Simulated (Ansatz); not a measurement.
`C[Se]B(Cl)Cl` + HCl → `ClB(Cl)Cl` + `C[SeH]` at 400 K and 1 bar (ligand exchange at a B–Se bond).

Calculated with Ansatz (gas phase, PBE0-D4/def2-TZVP geometries, no zero-point term in ΔE). CCSD(T)/CBS adds triple-zeta CCSD(T) − MP2 to the extrapolated MP2 energy (def2 sets, frozen cores). This one scheme is used for every species. For Se outer-core shells are correlated without core-valence functions, which leaves a few kJ/mol of doubt a bond. Scalar relativity is left out up to krypton. One conformer a species, not always the lowest.

```
       species  CCSD(T)/CBS energy (Eh)  H − E (kJ/mol)  S (J/(mol·K))
`C[Se]B(Cl)Cl`              -3385.02344           149.0          393.7
           HCl               -460.38127            29.6          195.4
   `ClB(Cl)Cl`              -1404.24732            41.0          308.8
      `C[SeH]`              -2441.15625           135.4          284.5
```

H − E and S are ideal-gas, rigid-rotor, harmonic terms from PBE0-D4/def2-TZVP, for one conformer and one mirror image of each species. 1 Eh = 2625.50 kJ/mol, R = 8.31446 J/(mol·K).

By hand: ΔE, ΔH, ΔS and ΔG.

ΔE = (-1404.24732) + (-2441.15625) − (-3385.02344) − (-460.38127) = 0.00114 Eh = 3.0 kJ/mol. Δ(H − E) = 41.0 + 135.4 − 149.0 − 29.6 = -2.2, so ΔH = 0.8 kJ/mol. ΔS = 308.8 + 284.5 − 393.7 − 195.4 = 4.2 J/(mol·K). ΔG = 0.8 − 400 × (4.2)/1000 = -0.9 kJ/mol.

By hand: the equilibrium constant, and the temperature at which ΔG would vanish if ΔH and ΔS stayed fixed.

log₁₀ K = −ΔG/(RT ln 10) = 0.1. ΔG = 0 at ΔH/ΔS = 190 K, though so small a ΔH makes that figure unsure.

TΔS isn't small against ΔH here. The sign of ΔG lies within the doubt. A doubt of 5 kJ/mol in ΔE shifts log₁₀ K by 0.7 here. Other conformers and mirror images would add mixing entropy, several J/(mol·K) or more a flexible species. These are equilibria of isolated gas molecules and say nothing of rates. Largest T1 diagnostic: 0.011 (customary marks: 0.02 for closed shells, 0.045 for open ones).
